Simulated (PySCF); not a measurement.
YCl3, SMILES [Cl][Y]([Cl])[Cl]. Atoms are numbered in the order given.

```xyz
4

Y      0.0000     0.0000     0.0000
Cl     2.4481     0.0000     0.0000
Cl    -1.2240    -2.1201     0.0000
Cl    -1.2240     2.1201     0.0000
```

Geometry: B3LYP-D3(BJ)/def2-SVP. The isomer is the one that the SMILES or the coordinates give; other isomers of the formula were not compared. The def2 effective core potentials stand for the cores of Y; spin–orbit coupling is left out.

Level of theory: PBE/def2-TZVPD in PySCF.

Gas-phase values at a fixed geometry.

Computed frontier levels, gap, dipole moment and polarisability:
```
Property                                                                                                         Value
---------------------------------------------------------------------------------------------  -----------------------
highest occupied level                                                                                        -7.77 eV
lowest empty level                                                                                            -3.72 eV
orbital gap                                                                                                    4.05 eV
dipole moment                                                                                                   0.00 D
quadrupole, principal values (traceless, Buckingham form, about the centre of nuclear charge)  -8.32, -8.32, 16.65 D·Å
mean static polarisability                                                                       85.1 bohr³ (12.62 Å³)
polarisability, principal values                                                                62.3, 96.5, 96.5 bohr³
```
